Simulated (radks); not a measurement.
Problem. The table gives one normalised radial function P(r) = r R(r) of Ho5+ in [Kr] 4d10 4f9 5s2 5p5 (r in bohr). All-electron calculation, scalar-relativistic Kohn-Sham, LDA (Slater exchange, VWN5 correlation), spin-polarised, spherical densities, finite nucleus; open shells are filled with parallel spins first (spin-orbit coupling, left out, can overturn this in heavy ions); Fermi nuclear charge, rms radius 5.2022 fm. Program: a radial shooting solver on a logarithmic mesh with Libxc functionals.

r           P
0.002582   0.0062
0.003389   0.0099
0.004485   0.0157
0.005886   0.0246
0.007788   0.0386
0.01022    0.0586
0.01353    0.0879
0.01775    0.1259
0.02349    0.1729
0.03083    0.2187
0.04047    0.2483
0.05355    0.2338
0.07029    0.1462
0.093     -0.0290
0.1221    -0.2345
0.1615    -0.3570
0.212     -0.2511
0.2805     0.1028
0.3682     0.4597
0.4833     0.4902
0.6395     0.0507
0.8394    -0.5716
1.111     -0.9761
1.458     -0.9295
1.929     -0.5748
2.532     -0.2323
3.35      -0.0530
4.397     -0.0065

Which n and l does it have? It may be an empty orbital.

Solution. n = 5, l = 1: the number of nodes gives n - l - 1 = 3, the rise at small r (about r^(l+1), flatter next to the nucleus through relativity) gives l, and the extent must fit the shell. The curve is that of 5p up; the table hardly tells the two spins apart. 5p up: eigenvalue -87.119 eV, 3 radial nodes at r = 0.0894, 0.262, 0.654 bohr, <r> = 1.36 bohr, 90 % of the charge inside 1.96 bohr.
